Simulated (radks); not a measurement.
Initial-state core-level shifts of the holmium ion Ho+ when its valence configuration changes from [Xe] 4f11 6s1. Calculated with a radial shooting solver on a logarithmic mesh with Libxc functionals: Dirac Kohn-Sham, PBEsol, spin-unpolarised, spherical densities, finite nucleus; open shells fill j = l - 1/2 first; Fermi nuclear charge, rms radius 5.2022 fm. Shifts are changes of the shell-averaged eigenvalues in eV (positive: less bound); the change of the density at the nucleus, which sets a Mossbauer isomer shift, is in e/bohr^3, on a base of 8.043e+05.

| valence | 1s | 2p | 3d | 4d | density at nucleus |
|---|---|---|---|---|---|
| 4f12 | +6.047 | +6.385 | +6.854 | +6.682 | -61.05 |
| 4f10 6s1 6p1 | -9.826 | -10.344 | -11.080 | -10.559 | +47.63 |
| 4f11 6p1 | -1.192 | -1.179 | -1.163 | -1.180 | -37.51 |
| 4f10 6s2 | -8.670 | -9.194 | -9.935 | -9.408 | +91.14 |
| 4f10 5d1 6s1 | -6.368 | -6.793 | -7.580 | -7.025 | +36.66 |
| 4f9 5d1 6s1 6p1 | -17.289 | -18.355 | -20.118 | -18.648 | +92.89 |
| 4f11 5d1 | +1.627 | +1.694 | +1.655 | +1.703 | -40.49 |
| 4f10 5d1 6p1 | -7.519 | -7.934 | -8.717 | -8.169 | -4.85 |
| 4f10.5 6s1.5 | -4.095 | -4.337 | -4.677 | -4.463 | +41.77 |
